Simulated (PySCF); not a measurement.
Computed shifts of a molecule C3H4F2O, PBE/pcSseg-1 in PySCF, GIAO, gas phase, equivalent atoms averaged, in ppm (number of nuclei): ¹³C: 164.0 (1), 129.7 (1), 61.8 (1). ¹⁹F: -138.6 (1), -227.0 (1). ¹H: 6.69 (1), 3.93 (3). References: ¹³C against TMS (σ = 182.0 ppm); ¹⁷O against H2O (σ = 334.3 ppm); ¹⁹F against CFCl3 (σ = 133.6 ppm); ¹H against TMS (σ = 31.49 ppm), references at their B3LYP-D3(BJ)/def2-TZVP geometries, non-relativistic. Coordinates come from a PBE0-D3(BJ)/def2-SVP optimisation. The values are those of a single conformer.

Task: Identify the compound among the candidates.
A. FC1(F)CCO1
B. FC1(F)COC1
C. CO/C(F)=C/F
D. CC(F)(F)C=O

Result: C, CO/C(F)=C/F
